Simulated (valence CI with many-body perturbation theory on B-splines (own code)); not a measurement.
# As12+ in three bases

Calculated by configuration interaction combined with many-body perturbation theory (CI+MBPT): three valence electrons over a frozen Dirac-Fock core [Ar], radial functions for each j: 7 s, 7 p, 8 d, 6 f, 4 g, 1 h, with the one-electron correlation potential Σ1 (screened to all orders), the two-electron term Σ2, the three-electron term Σ3, Breit, model QED; selected single and double excitations, second order for the rest, scaled by the run's own slope (own B-spline code, finite nucleus).

No measured levels were compared; by estimate terms of the open shell hold to 2 to 4 % of their energy, and close levels can change places. Only levels of the ground parity were solved; by the run's estimate the other parity begins above the list, which can be wrong where configurations are misplaced.

The reference run has the lowest level 3d3 4F_3/2 and an ionisation energy of 375.244 eV. Its largest variational space holds 4698 state functions.

Names give the largest LS component (configuration and term), which can be under half, so a name can repeat, a term be missing and a line seem to break the LS rules; names also repeat where a configuration has a term twice. Letters in brackets count levels of one name in rising energy.

Changed runs:
A. basis 6 s, 6 p, 5 d, 5 f, 1 g
B. basis 5 s, 5 p, 4 d, 4 f

Excitation energies of the reference run in cm⁻¹, and shifts in cm⁻¹:

```tsv
Level	Reference	A	B
3d3 4F_5/2	3211	-7.0	-11
3d3 4F_7/2	7074	-8.9	-12
3d3 4F_9/2	11255	-3.3	-0.1
3d3 4P_3/2	35929	+232	+468
3d3 4P_1/2	36088	+192	+395
3d3 2G_7/2	40118	+341	+701
3d3 4P_5/2	41261	+171	+355
3d3 2G_9/2	42659	+338	+723
3d3 2D_3/2 [a]	50054	+452	+831
3d3 2P_1/2	52496	+516	+1040
3d3 2H_9/2	56281	+355	+852
3d3 2H_11/2	57060	+363	+892
Ionisation energy (eV)	375.244	-0.048	-0.059
```
